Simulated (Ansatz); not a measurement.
Cost and result for the atomization energy of CH$_{6}$AlBSe, SMILES `B[Se][AlH][CH3]` (10 atoms, 9 bonds).

```xyz
10

B    -0.070    1.671   -1.130
Se   -0.217    0.234   -2.334
Al   -0.745   -0.388   -0.099
C     0.639   -1.230    0.981
H    -0.328    1.503    0.075
H     0.257    2.785   -1.381
H    -2.278   -0.333    0.288
H     1.642   -0.913    0.687
H     0.594   -2.318    0.868
H     0.505   -1.012    2.044
```

Charge 0, multiplicity 1. Correlated methods include outer-core shells of Se, which these sets cover unevenly. Scalar relativity is left out up to krypton. Geometry: relaxed with PBE0-D4/def2-TZVP. It is one conformer, not always the lowest. Program: Ansatz. All runs use 4 threads of an Arm Neoverse V2 on a shared host. Times are those of one run each, without the atoms' runs, and a repeat can differ threefold. Electronic energies, without spin–orbit coupling; frozen cores. CCSD(T)/CBS adds CCSD(T) − MP2 in def2-TZVPP to the MP2 limit, and its time is that of the two runs behind it. T1 = 0.014. With those shells the extrapolation isn't a true limit. B3LYP takes the VWN-RPA correlation (the form of Gaussian; ORCA's B3LYP/G).

CCSD(T)/CBS is a level of theory with its own doubt, some kJ/mol a heavy atom from the limit and from the frozen cores, so smaller differences don't rank the functionals.

```json
{"level": "PBE-D4/def2-TZVPP (with forces)", "functions": "236", "wall time": "2 s", "atomization (kcal/mol)": "798.7", "difference from CCSD(T)/CBS": "5.1", "per bond": "0.6"}
{"level": "PBE0-D4/def2-TZVPP", "functions": "236", "wall time": "2.5 s", "atomization (kcal/mol)": "792.6", "difference from CCSD(T)/CBS": "-1.0", "per bond": "-0.1"}
{"level": "B3LYP-D4/def2-TZVPP (with forces)", "functions": "236", "wall time": "4 s", "atomization (kcal/mol)": "790.3", "difference from CCSD(T)/CBS": "-3.3", "per bond": "-0.4"}
{"level": "r2SCAN-D4/def2-TZVPP (with forces)", "functions": "236", "wall time": "4.3 s", "atomization (kcal/mol)": "799.5", "difference from CCSD(T)/CBS": "5.9", "per bond": "0.7"}
{"level": "B2PLYP/def2-TZVPP", "functions": "236", "wall time": "4.9 s", "atomization (kcal/mol)": "782.4", "difference from CCSD(T)/CBS": "-11.2", "per bond": "-1.2"}
{"level": "ωB97X-V/def2-TZVPP", "functions": "236", "wall time": "7 s", "atomization (kcal/mol)": "793.6", "difference from CCSD(T)/CBS": "0.0", "per bond": "0.0"}
{"level": "ωB97M-V/def2-TZVPP (with forces)", "functions": "236", "wall time": "10 s", "atomization (kcal/mol)": "792.5", "difference from CCSD(T)/CBS": "-1.1", "per bond": "-0.1"}
{"level": "MP2/def2-QZVPP", "functions": "453", "wall time": "18 s", "atomization (kcal/mol)": "792.4", "difference from CCSD(T)/CBS": "-1.2", "per bond": "-0.1"}
{"level": "CCSD(T)/def2-TZVPP", "functions": "236", "wall time": "110 s", "atomization (kcal/mol)": "774.6", "difference from CCSD(T)/CBS": "-19.0", "per bond": "-2.1"}
{"level": "CCSD(T)/CBS(def2)", "functions": "–", "wall time": "2.1 min", "atomization (kcal/mol)": "793.6", "difference from CCSD(T)/CBS": "0.0", "per bond": "0.0"}
```

The D4 term adds +8.2 kcal/mol with B3LYP and +4.3 kcal/mol with PBE0; it sums over pairs of atoms, weighted by their polarisabilities, and B3LYP, whose exchange is more repulsive, gets the larger term. In def2-TZVPP, CCSD(T) changes the Hartree–Fock value by +172.4 kcal/mol (the triples alone add +10.6 kcal/mol) and MP2 by +179.3 kcal/mol; breaking electron pairs costs correlation energy, which Hartree–Fock lacks. From PBE to PBE0 (25 % exact exchange), in def2-TZVPP and without D4, the atomization energy moves by −5.3 kcal/mol: exact exchange takes away binding that semilocal exchange gives to molecules.
